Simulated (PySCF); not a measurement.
# C (carbon, neutral) across methods

[He] 2s2 2p1 3s1, high-spin 3P determinant (an excited configuration). All numbers are calculated (PySCF 2.14, the non-relativistic Hamiltonian (point nucleus), in dyall-acv3z (15s9p4d2f, 76 functions)).

```
 method  E (hartree)  mean ε 2s β (eV)  mean ε 2p α (eV)  mean ε 3s α (eV)  Σ⟨r²⟩ (bohr²)   ⟨S²⟩
   PW91     -37.5448           -18.842           -12.253            -2.073          36.92  2.002
    PBE     -37.5136           -18.813           -12.168            -2.064          37.02  2.002
    UHF    -37.42110           -23.669           -19.024            -3.391          37.29  2.007
    LDA     -37.1794           -18.688           -12.011            -2.019          36.47  2.001
   PBE0     -37.5215           -20.345           -13.990            -2.481          37.10  2.003
   BLYP     -37.5646           -18.673           -12.102            -1.822          36.53  2.002
LC-wPBE     -37.5287           -23.531           -17.087            -3.728          37.24  2.003
wB97X-V     -37.5604           -23.043           -16.439            -3.523          36.97  2.002
 r2SCAN     -37.5389           -19.052           -12.876            -2.033          37.08  2.005
```

The outer electron is Rydberg-like, and this basis confines it to a smaller radius and binds it less than a complete one would.
